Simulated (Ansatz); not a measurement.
Ansatz (an electronic-structure program) input (CCSD(T)/6-31G):

Ansatz 0.2 input:
```yaml
crystal:
  periodic: [false, false, false]
  atoms:
    - {symbol: Si, position_ang: [-0.01874998, -0.10841950, -0.26929664]}
    - {symbol: O, position_ang: [-0.35303730, 1.48618049, -0.28669800]}
    - {symbol: C, position_ang: [0.37833314, 2.46044631, -1.01506904]}
    - {symbol: O, position_ang: [1.48620311, -0.32750862, 0.31543927]}
    - {symbol: C, position_ang: [2.11114364, -1.58922916, 0.49469222]}
    - {symbol: O, position_ang: [-1.08178287, -0.86155627, 0.70924618]}
    - {symbol: C, position_ang: [-2.48914482, -0.86929764, 0.52514459]}
    - {symbol: H, position_ang: [-0.11425794, -0.66068261, -1.64102953]}
    - {symbol: H, position_ang: [0.47187409, 2.18420336, -2.07016023]}
    - {symbol: H, position_ang: [1.37808788, 2.58951184, -0.59415928]}
    - {symbol: H, position_ang: [-0.15963450, 3.40575871, -0.94923147]}
    - {symbol: H, position_ang: [1.62743393, -2.15102157, 1.29703047]}
    - {symbol: H, position_ang: [2.07965643, -2.18519971, -0.42297066]}
    - {symbol: H, position_ang: [3.15332772, -1.41528158, 0.76106393]}
    - {symbol: H, position_ang: [-2.92015781, -1.56526760, 1.24431976]}
    - {symbol: H, position_ang: [-2.90808785, 0.12490974, 0.69652398]}
    - {symbol: H, position_ang: [-2.75879745, -1.19749943, -0.48374022]}
basis:
  gaussian:
    orbitals: 6-31G
magnetization: {spin_polarized: false}
correlation: {method: ccsd_t, electrons: outside_noble_gas}
```

Output:

```
Functional definition: HF
integrals: 0.11 GiB planned
1066 factors; integrals over basis functions are off by at most 2.0e-4 eV
0.64 GiB of device memory are held for the factors and their scratch space
mean field: 0.44 GiB planned
mean field evaluation 1: about -17215.4145 eV, gradient 4.4e1 eV
mean field evaluation 2: about -17215.4250 eV, gradient 4.4e1 eV
mean field evaluation 4: about -17219.5232 eV, gradient 3.3e0 eV
mean field evaluation 8: about -17219.5556 eV, gradient 1.1e-1 eV
mean field evaluation 16: about -17218.3662 eV, gradient 2.6e1 eV
mean field -17219.55567106 eV, -632.8069990775 hartree, gradient 2.9e-6 eV, S^2 0.000000; 0 other end points of the search recorded, 0 dependent functions left out
11 core orbitals not correlated
reference -17219.55567106 eV, -632.8069990775 hartree; 22, 22 occupied and 54, 54 virtual orbitals, 1066 factors
second order -18.50000393 eV of doubles, -0.00000000 eV of singles
coupled cluster: 0.69 GiB planned
cycle   1  -19.07810255 eV  change   -5.8e-1 eV  update   1.2e-1
cycle   2  -19.74438908 eV  change   -6.7e-1 eV  update   3.5e-2
cycle   3  -19.93559075 eV  change   -1.9e-1 eV  update   1.7e-2
cycle   4  -19.93699772 eV  change   -1.4e-3 eV  update   3.2e-3
cycle   5  -19.93782963 eV  change   -8.3e-4 eV  update   1.2e-3
cycle   6  -19.93815485 eV  change   -3.3e-4 eV  update   3.6e-4
cycle   7  -19.93788733 eV  change    2.7e-4 eV  update   1.3e-4
cycle   8  -19.93781517 eV  change    7.2e-5 eV  update   4.1e-5
cycle   9  -19.93782109 eV  change   -5.9e-6 eV  update   1.3e-5
perturbative correction -0.40008813 eV, -0.0147029676 hartree
Total energy: -17239.89358028 eV, -633.5544034558 hartree
```
